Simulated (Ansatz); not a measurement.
This geometry of GeH4N (6 atoms, charge -1, multiplicity 1) is a first-order saddle point.

Computed with RKS PBE-D4/def2-mTZVP (Ansatz 0.2.0).

```xyz
6
Properties=species:S:1:pos:R:3
N 0.319 -1.229 0.869
Ge -0.214 0.187 -0.111
H 1.351 -1.261 0.760
H -1.285 -0.109 -1.278
H 0.863 1.079 -0.910
H -1.034 1.333 0.669
```

Problem. Which two structures does it join? (They come from a converged band through this point; their orientation in space is the band's.)

Solution. No bond is made or broken. The dihedral H3–N1–Ge2–H5 goes from 62 to -62°. The two ends are copies of one structure, up to a mirror image or an exchange of like atoms.

First end point:

```xyz
6
Properties=species:S:1:pos:R:3
N 0.435 -1.381 0.497
Ge -0.184 0.173 -0.176
H 1.204 -1.129 1.151
H -1.364 -0.130 -1.186
H 0.760 1.157 -1.060
H -0.851 1.310 0.775
```

Last end point:

```xyz
6
Properties=species:S:1:pos:R:3
N 0.540 -0.934 1.086
Ge -0.166 0.246 -0.079
H 1.090 -1.611 0.517
H -1.210 -0.215 -1.237
H 0.769 1.201 -1.003
H -1.023 1.313 0.716
```

Problem. How far does it lie above each of them?

Solution. 0.059 eV above the first and 0.059 eV above the second. This is the barrier of this one path; another mechanism may lie lower. Limits of this set-up: an anion without diffuse functions, the dipole of an ion depends on the origin.

The run took 44 s on 1 thread of Arm Neoverse V1, with other jobs on the host, peak memory 0.11 GiB.
